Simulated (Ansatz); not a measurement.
Geometry optimisation, RKS r2SCANh-D4/def2-SVP in Ansatz 0.2.0.

Input:

```yaml
crystal:
  periodic: [false, false, false]
  atoms:
    - { symbol: Si, position_ang: [-0.791994, -0.624585, 0.229438] }
    - { symbol: F, position_ang: [-0.348302, 2.255903, 0.84007] }
    - { symbol: O, position_ang: [0.166956, -1.63936, -0.712996] }
    - { symbol: C, position_ang: [0.867823, -0.363037, -0.556319] }
    - { symbol: H, position_ang: [0.234714, 1.713715, 0.393834] }
    - { symbol: H, position_ang: [-0.886018, -0.947233, 1.668464] }
    - { symbol: H, position_ang: [-2.040143, -0.129206, -0.38752] }
    - { symbol: H, position_ang: [1.796065, -0.448862, 0.026475] }
    - { symbol: H, position_ang: [1.001, 0.182664, -1.501546] }
basis:
  gaussian: { orbitals: def2-SVP }
hamiltonian:
  xc: r2scanh
  dispersion: d4
relax:
  f_tol: 0.03
  max_steps: 50
output:
  orbitals: {}
```

Command:

```bash
$ ansatz run input.yaml --threads 2 --pin off --max-ram 3072MiB --backend cpu --events-out ev --progress --plain --runs-dir out
```

Q: Where does it end, and by what steps?

A: It converged. After 9 steps the energy has fallen by 0.026 eV; F2 moved furthest, 0.21 Å.

```
step  energy less start (eV)  largest force component (eV/Å)  accepted
   0                  0.0000                           0.629       yes
   1                 -0.0151                           0.340       yes
   2                  0.0520                           1.539        no
   3                 -0.0230                           0.135       yes
   4                 -0.0236                           0.099       yes
   5                 -0.0238                           0.086       yes
   6                 -0.0169                           0.491        no
   7                 -0.0253                           0.032       yes
   8                 -0.0255                           0.037       yes
   9                 -0.0256                           0.012       yes
```

```xyz
9
Properties=species:S:1:pos:R:3
Si -0.765 -0.561 0.215
F -0.447 2.100 0.948
O 0.173 -1.656 -0.655
C 0.871 -0.371 -0.587
H 0.235 1.706 0.453
H -0.878 -0.807 1.667
H -1.998 -0.088 -0.446
H 1.814 -0.425 -0.024
H 0.994 0.101 -1.572
```

Run time: 26 s on 2 threads of AMD EPYC 7B13 (Zen 3), on a shared host, peak memory 0.2 GiB.
